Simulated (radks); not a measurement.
Task: The barium ion Ba3+ is in [Kr] 4d10 5s2 5p5. Calculated with a radial shooting solver on a logarithmic mesh with Libxc functionals: scalar-relativistic Kohn-Sham, r2SCAN, spin-polarised, spherical densities, finite nucleus; meta-GGA in the generalised Kohn-Sham scheme; Fermi nuclear charge, rms radius of each element as measured or else 0.836 A^(1/3) + 0.57 fm. Open shells are filled with parallel spins first. One electron is removed from 5p, 5s, 4d, 4p in turn, with full relaxation. Which removal costs least, and what does each cost?

Result: 5p 47.380 eV; 5s 63.972 eV; 4d 127.19 eV; 4p 221.66 eV. The 5p electron leaves first.
